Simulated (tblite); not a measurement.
C6H6NSi (charge -1).
Numbering: `[CH:1]#[C:2][C@H:3]([CH:4]=[CH2:5])[SiH-:6][C:7]#[N:8]` (hydrogens: H9 on C1; H10 on C3; H11 on C4; H12, H13 on C5; H14 on Si6)

Cartesian coordinates in Å at the GFN2-xTB level; atoms count from 1:
```xyz
14
C6H6NSi angstrom
C     -1.0233    2.0694    2.0674
C     -0.6030    1.4509    1.1278
C     -0.0648    0.6609    0.0677
C     -0.8660   -0.5350   -0.2104
C     -1.0817   -1.0588   -1.4152
Si     1.7411    0.0750    0.6511
C      2.3550   -0.7575   -0.8766
N      3.0207   -1.0676   -1.7757
H     -1.3930    2.6290    2.8755
H      0.0793    1.2704   -0.8304
H     -1.2538   -1.0444    0.6685
H     -1.6059   -1.9932   -1.5512
H     -0.6990   -0.5932   -2.3106
H      1.3937   -1.1065    1.4900
```

Structure optimised with GFN2-xTB, isolated species.

Masses are those of the commonest isotopes; rigid-rotor values at the optimised geometry. The values belong to one conformer with, in the numbering `[CH:1]#[C:2][C@H:3]([CH:4]=[CH2:5])[SiH-:6][C:7]#[N:8]`, C2–C3–C4–C5 144°, C2–C3–Si6–C7 -174°, C3–Si6–C7–N8 129°.

Task: What are A, B and C (cm⁻¹)?

Result: Ia = 190.48, Ib = 425.29, Ic = 577.83 u·Å²; 505379 MHz·u·Å²/I gives 2653, 1188 and 874.6 MHz, that is A = 0.08850, B = 0.03964, C = 0.02917 cm⁻¹.

Task: Classify the top.

Result: An asymmetric top: κ = (2 × 1188 − 2653 − 874.6)/(2653 − 874.6) = -0.65.

Task: Is it planar, by Δ = Ic − Ia − Ib?

Result: Not planar: Δ = Ic − Ia − Ib = -37.94 u·Å². For a rigid frame Δ = −2 Σ m c², so Σ m c² = 18.97 u·Å² lies off the ab plane: 8.55 from hydrogen and 10.42 from heavier atoms. The atom farthest from that plane is 1.80 Å away.

Task: Estimate the classical rotational partition function at 10 K, 25 K and 100 K.

Result: Point group C1, symmetry number σ = 1; q = (√π/σ)·√((kT/h)³/(ABC)), k/h = 20836.6 MHz/K: 3210 at 10 K, 12700 at 25 K, 102000 at 100 K.

Its GFN2-xTB frequencies are all real (lowest 25 cm⁻¹). These are rigid-rotor constants of the computed structure; measured ground-state constants (B0) also hold zero-point vibration.

Hardware: Arm Neoverse V1, one thread, no GPU, on a shared host. Cost: 0.48 s of wall time. These figures are those of the optimisation.
